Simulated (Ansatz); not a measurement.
Consider the cleavage of the Si–Si bond: `C[SiH2][SiH2]F` + `OB(O)O` → `C[SiH2]OB(O)O` + `F[SiH3]`.

Computed with Ansatz on PBE0-D4/def2-TZVP structures; ΔE is electronic, products minus reactants. CCSD(T)/CBS adds triple-zeta CCSD(T) − MP2 to the extrapolated MP2 energy (def2 sets, frozen cores). This one scheme is used for every species. DFT in def2-TZVPP. B3LYP here is the variant with VWN-RPA as its local correlation; programs differ in this. One conformer a species, not always the lowest.

Q: Is it downhill or uphill in electronic energy at CCSD(T)/CBS, and by how much? (Best estimate.)

A: Computed: Downhill: ΔE = -107.0 kJ/mol.

Q: What do these levels give: PBE-D4, r2SCAN-D4, PBE0-D4, B3LYP-D4, ωB97X-V, B2PLYP, PBE0, CCSD/def2-TZVPP, CCSD(T)/def2-TZVPP, MP2/def2-QZVPP, HF/CBS(def2), MP2/CBS(def2)? (An estimate is asked.)

A: Ansatz gave: PBE-D4 -78.8, r2SCAN-D4 -99.4, PBE0-D4 -87.1, B3LYP-D4 -104.8, ωB97X-V -103.3, B2PLYP -109.4, PBE0 -86.1, CCSD/def2-TZVPP -110.1, CCSD(T)/def2-TZVPP -107.6, MP2/def2-QZVPP -115.3, HF/CBS(def2) -130.6, MP2/CBS(def2) -114.4 kJ/mol.

Largest T1 diagnostic among the species: 0.012.

In def2-TZVPP, CCSD(T) changes the Hartree–Fock value by +20.7 kJ/mol (the triples alone add +2.5 kJ/mol) and MP2 by +13.3 kJ/mol. From PBE to PBE0 (25 % exact exchange), in def2-TZVPP and without D4, ΔE moves by −8.4 kJ/mol.
